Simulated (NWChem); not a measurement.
Species: C₃H₄O₂; SMILES O=C1COC1

```xyz
9

O      0.0000     0.0000     1.8661
C      0.0000     0.0000     0.6632
C      0.0000     1.0535    -0.4542
O      0.0000     0.0000    -1.4390
C      0.0000    -1.0535    -0.4542
H      0.9065     1.7022    -0.4922
H     -0.9065     1.7022    -0.4922
H      0.9065    -1.7022    -0.4922
H     -0.9065    -1.7022    -0.4922
```
Atoms are numbered in this order, from 1.

Program: NWChem. Pople sets run with spherical d functions. Coordinates come from a PBE-D3(BJ)/def2-SVP optimisation. Level: PBE/6-31G* with COSMO at NWChem's default radii, gas-phase geometry; rows give the dielectric constant.

For dielectric constant 1.5:

- electrostatic solvation energy (kcal/mol) = -1.7

Estimate the same quantities for dielectric constant 2.4.


- electrostatic solvation energy (kcal/mol) = -3.1
